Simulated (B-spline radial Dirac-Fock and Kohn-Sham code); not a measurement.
X-ray scattering factor of Cd⁴⁵⁺

System: Cd⁴⁵⁺ in the configuration 1s2 2s1.

Input of the calculation (task.json; shells as n, l, electrons):

```json
{"items": [{
  "Z": 48,
  "q": 45,
  "cfg": [[1, 0, 2], [2, 0, 1]],
  "A": 114,
  "rrms": 4.6087,
  "do": ["scatter"],
  "s": [0.0, 0.05, 0.1, 0.15, 0.2, 0.25, 0.3, 0.35, 0.4, 0.45, 0.5, 0.6, 0.7, 0.8, 0.9, 1.0, 1.1, 1.2, 1.4, 1.6, 1.8, 2.0, 2.5, 3.0, 3.5, 4.0, 5.0, 6.0],
  "pz": [0, 0.1, 0.15, 0.21, 0.31, 0.45, 0.66, 0.97, 1.4, 2.1, 3.0, 4.4, 6.4, 9.4, 14.0, 20.0, 29.0, 43.0, 62.0, 91.0, 130.0],
  "hv_scatter": [2000, 8047.8, 10000, 17479.3, 20000, 30000, 50000, 200000]
}]}
```

Launch: `python xray_run.py task.json out`

Level of theory: relativistic Hartree-Fock (Dirac-Fock) wave functions, averaged over the configuration; a radial atomic solver. f₀ is the Fourier transform of the spherical electron density, S the Waller-Hartree incoherent function, and s = sin θ/λ.

| s (Å⁻¹) | f₀ | S |
| --- | --- | --- |
| 0 | 3.000 | 0.000 |
| 0.05 | 3.000 | 0.001 |
| 0.1 | 2.999 | 0.003 |
| 0.15 | 2.997 | 0.007 |
| 0.2 | 2.994 | 0.012 |
| 0.25 | 2.991 | 0.018 |
| 0.3 | 2.987 | 0.026 |
| 0.35 | 2.982 | 0.036 |
| 0.4 | 2.976 | 0.047 |
| 0.45 | 2.970 | 0.059 |
| 0.5 | 2.963 | 0.072 |
| 0.6 | 2.948 | 0.102 |
| 0.7 | 2.929 | 0.137 |
| 0.8 | 2.908 | 0.177 |
| 0.9 | 2.885 | 0.219 |
| 1 | 2.860 | 0.265 |
| 1.1 | 2.832 | 0.313 |
| 1.2 | 2.803 | 0.364 |
| 1.4 | 2.739 | 0.469 |
| 1.6 | 2.671 | 0.576 |
| 1.8 | 2.598 | 0.683 |
| 2 | 2.522 | 0.785 |
| 2.5 | 2.331 | 1.013 |
| 3 | 2.149 | 1.194 |
| 3.5 | 1.987 | 1.337 |
| 4 | 1.847 | 1.455 |
| 5 | 1.631 | 1.661 |
| 6 | 1.473 | 1.856 |

f₀ starts at the number of electrons, 3, and has fallen to half at s ≈ 5.83 Å⁻¹. The sum of ⟨r²⟩ over the electrons is 0.02013 bohr².
